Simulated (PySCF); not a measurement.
**SMILES C#CC=C=C(C#C)C#N, C₈H₃N**

Geometry:
```csv
atom,x (Å),y (Å),z (Å)
C1,1.266,-2.094,-2.515
C2,0.900,-1.806,-1.396
C3,0.480,-1.502,-0.071
C4,-0.056,-0.361,0.294
C5,-0.598,0.787,0.676
C6,0.188,1.888,1.145
C7,0.834,2.832,1.544
C8,-2.030,0.947,0.625
N9,-3.180,1.082,0.588
H10,1.587,-2.342,-3.510
H11,0.614,-2.278,0.698
H12,1.411,3.667,1.897
```

The calculation used TDDFT CAM-B3LYP/aug-cc-pVDZ circular dichroism and optical rotation, one conformer, IEF-PCM dimethylsulfoxide (non-equilibrium linear response, no local-field factor) (PySCF). Geometry: PBE0-D3(BJ)/def2-SVP.

No stereocentre is labelled: unless the shape is locked (an allene, a helicene, a hindered biaryl), the mirror image is equally populated and a measured rotation or CD is zero.

**Question.** Draw the ECD and absorption spectra from the lowest 12 states, each a Gaussian of half-width 0.25 eV at 1/e height.

**Answer.** 
```tsv
E (eV)	λ (nm)	Δε (L mol⁻¹ cm⁻¹)	ε (L mol⁻¹ cm⁻¹)
4.05	306	0.00	0.0712
4.15	299	+0.02	0.302
4.25	292	+0.05	0.953
4.35	285	+0.11	2.62
4.45	279	+0.17	10.6
4.55	272	+0.21	71.6
4.65	267	+0.13	462
4.75	261	-0.40	2260
4.85	256	-2.48	8090
4.95	250	-7.70	21000
5.05	245	-15.85	39900
5.15	241	-22.39	55200
5.25	236	-21.04	56500
5.35	232	-10.69	44300
5.45	227	+2.29	28600
5.55	223	+10.04	17100
5.65	219	+10.17	9840
5.75	216	+6.22	5100
5.85	212	+2.59	2280
5.95	208	+1.16	1410
6.05	205	+1.93	2410
6.15	202	+4.37	5020
6.25	198	+7.49	8430
6.35	195	+9.84	11400
6.45	192	+10.42	13200
6.55	189	+8.77	13700
6.65	186	+4.82	12500
```
Δε uses R in velocity form, ε uses f in length form. Only the states computed contribute, so the short-wavelength end is incomplete.
